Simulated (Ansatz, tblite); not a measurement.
Removing an electron: cyclo-(SiH2)4 (Si₄H₈). The state is a singlet with charge 0. Geometry: PBE-D4/def2-SVP. Ansatz, gas phase; energy differences of separate SCF runs; the oxidised species was run as a doublet alone.

Cartesian coordinates in Å:
```
Si 0.561 -0.451 1.524
H 1.904 -1.073 1.814
H -0.189 -0.302 2.823
Si -0.668 -1.533 -0.208
H 0.027 -2.726 -0.814
H -2.066 -1.940 0.184
Si -0.556 0.449 -1.526
H 0.207 0.294 -2.817
H -1.895 1.072 -1.832
Si 0.663 1.535 0.210
H -0.044 2.719 0.819
H 2.058 1.956 -0.177
```

The xTB rows come from tblite. HOMO above LUMO, or a gap near zero within one spin, warns that the state may not be the lowest or that an electron is smeared out.

| level | −HOMO (eV) | vertical IE (eV) | −LUMO (eV) | HOMO–LUMO gap (eV) | remarks |
| --- | --- | --- | --- | --- | --- |
| GFN1-xTB | 10.71 | 12.63 | 8.62 | 2.09 | – |
| PBE-D4/def2-TZVP | 6.58 | 9.09 | 2.29 | 4.29 | gap within one spin near zero (+1 doublet) |
| PBE0-D4/def2-TZVP | 7.55 | 9.26 | 1.52 | 6.03 | – |

Task: Estimate the rows for GFN2-xTB, r2SCAN-D4/def2-TZVP.

Result: 
```csv
level,−HOMO (eV),vertical IE (eV),−LUMO (eV),HOMO–LUMO gap (eV)
GFN2-xTB,8.85,11.20,5.83,3.02
r2SCAN-D4/def2-TZVP,6.80,9.16,2.16,4.64
```

  Raw xTB energy differences between charge states are shifted by several eV; the methods need an empirical correction for them.
